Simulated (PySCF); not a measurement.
Cl2H4SSi2, SMILES Cl[SiH2]S[SiH2]Cl.

Geometry optimised at r2SCAN-D4/def2-SVP. The structure was generated by enumeration, and PubChem lists no compound with its InChIKey, so it may never have been made. One conformer was computed; it need not be the lowest.

The numbers are results of TDA-PBE/def2-SVPD (PySCF), not measurements.

Vertical excitations.  State labels are in the subgroup C2.

```csv
state,symmetry,energy (eV),λ (nm),f,main pairs
S1,B,5.60,222,0.061,HOMO→LUMO 95 %
S2,A,5.91,210,0.001,HOMO→LUMO+1 94 %
S3,B,6.03,206,0.024,HOMO→LUMO+2 96 %
S4,A,6.14,202,0.008,HOMO−1→LUMO 93 %
S5,B,6.32,196,0.002,HOMO→LUMO+3 96 %
S6,B,6.39,194,0.002,HOMO−2→LUMO 86 %
S7,A,6.47,192,0.001,"HOMO−3→LUMO 76 %, HOMO→LUMO+4 21 %"
S8,B,6.50,191,0.003,"HOMO−4→LUMO 75 %, HOMO−1→LUMO+1 12 %"
S9,A,6.58,189,0.005,"HOMO→LUMO+4 59 %, HOMO−1→LUMO+2 19 %, HOMO−3→LUMO 10 %"
S10,B,6.64,187,0.006,"HOMO−1→LUMO+1 75 %, HOMO−4→LUMO 12 %"
T1,B,5.15,241,0,HOMO→LUMO 99 %
T2,A,5.56,223,0,HOMO→LUMO+1 98 %
T3,B,5.70,218,0,HOMO→LUMO+2 99 %
T4,A,5.93,209,0,HOMO−1→LUMO 97 %
```
Triplets are in the Tamm–Dancoff approximation.
